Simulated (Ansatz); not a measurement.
`[SiH3]C[SiH2][GaH2]` + H₂ → `C[SiH2][GaH2]` + SiH₄ at 298.15 K and 1 bar (hydrogenolysis of a C–Si bond).

Program: Ansatz. Geometries: PBE0-D4/def2-TZVP. ΔE: electronic, gas phase. CCSD(T)/CBS is the MP2 limit (def2-TZVPP, def2-QZVPP) plus CCSD(T) − MP2 in def2-TZVPP, frozen cores. This one scheme is used for every species. For Ga outer-core shells are correlated without core-valence functions, which leaves a few kJ/mol of doubt a bond. Scalar relativity is left out up to krypton. One conformer a species, not always the lowest.

```
              species  CCSD(T)/CBS energy (Eh)  H − E (kJ/mol)  S (J/(mol·K))
`[SiH3]C[SiH2][GaH2]`              -2545.55264           241.2          372.5
                   H₂                 -1.17544            35.1          130.4
      `C[SiH2][GaH2]`              -2255.26778           194.9          345.6
                 SiH₄               -291.46306            92.1          204.8
```

H − E and S are ideal-gas, rigid-rotor, harmonic terms from PBE0-D4/def2-TZVP, for one conformer and one mirror image of each species. For small species the MP2-based limit differs from directly extrapolated CCSD(T) by up to some mEh (0.8 for H₂); such offsets cancel only in part. 1 Eh = 2625.50 kJ/mol, R = 8.31446 J/(mol·K).

Task: By hand: ΔE, ΔH, ΔS and ΔG.

Result: ΔE = (-2255.26778) + (-291.46306) − (-2545.55264) − (-1.17544) = -0.00276 Eh = -7.2 kJ/mol. Δ(H − E) = 194.9 + 92.1 − 241.2 − 35.1 = 10.7, so ΔH = 3.5 kJ/mol. ΔS = 345.6 + 204.8 − 372.5 − 130.4 = 47.5 J/(mol·K). ΔG = 3.5 − 298.15 × (47.5)/1000 = -10.7 kJ/mol.

Task: By hand: the equilibrium constant, and the temperature at which ΔG would vanish if ΔH and ΔS stayed fixed.

Result: log₁₀ K = −ΔG/(RT ln 10) = 1.9. ΔG = 0 at ΔH/ΔS = 74 K, though so small a ΔH makes that figure unsure.

TΔS isn't small against ΔH here. A doubt of 5 kJ/mol in ΔE shifts log₁₀ K by 0.9 here. Other conformers and mirror images would add mixing entropy, several J/(mol·K) or more a flexible species. Modes under 60 cm⁻¹, often nearly free rotors, make the harmonic entropy too high. These are equilibria of isolated gas molecules and say nothing of rates. Largest T1 diagnostic: 0.013 (customary marks: 0.02 for closed shells, 0.045 for open ones).
